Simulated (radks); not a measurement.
Coulomb parameter of the 5d shell of the tungsten ion W+ in the model configuration [Xe] 4f14 5d4 6s1, as a second difference U = [E(n + 0.25) + E(n - 0.25) - 2 E(n)] / (0.25)^2 with all orbitals relaxed. "Bare": the charge of the atom changes with n. "Screened": the 6s shell takes up the change at fixed total charge, which measures U(5d,5d) + U(6s,6s) - 2 U(5d,6s). All-electron calculation, scalar-relativistic Kohn-Sham, r2SCAN, spin-unpolarised, spherical densities, finite nucleus; meta-GGA in the generalised Kohn-Sham scheme; Fermi nuclear charge, rms radius 5.3658 fm. Program: a radial shooting solver on a logarithmic mesh with Libxc functionals.

| case | configuration | E - E(n) (eV) |
|---|---|---|
| start | [Xe] 4f14 5d4 6s1 | 0.000 |
| bare +0.25 | [Xe] 4f14 5d4.25 6s1 | -2.638 |
| bare -0.25 | [Xe] 4f14 5d3.75 6s1 | 3.228 |
| screened +0.25 | [Xe] 4f14 5d4.25 6s0.75 | 0.102 |
| screened -0.25 | [Xe] 4f14 5d3.75 6s1.25 | -0.070 |

U(bare) = 9.430 eV, U(screened by 6s) = 0.514 eV, against the Slater integral F0(5d,5d) = 12.678 eV with frozen orbitals.
